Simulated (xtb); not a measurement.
C4H8FInO, SMILES C=[CH][In]([F])[O]CC. All values are semi-empirical tight-binding results from xtb (GFN2-xTB unless named), good for trends rather than for accurate numbers. Coordinates come from a GFN2-xTB optimisation. Other conformers were not sampled.

For metal compounds this method's bond lengths and energies can be far off.

Computed properties:
The orbital gap is 2.57 eV. The zero-point energy comes out as 67.4 kcal/mol. The G − E(el) at 298.15 K (modified RRHO) is 43.2 kcal/mol.
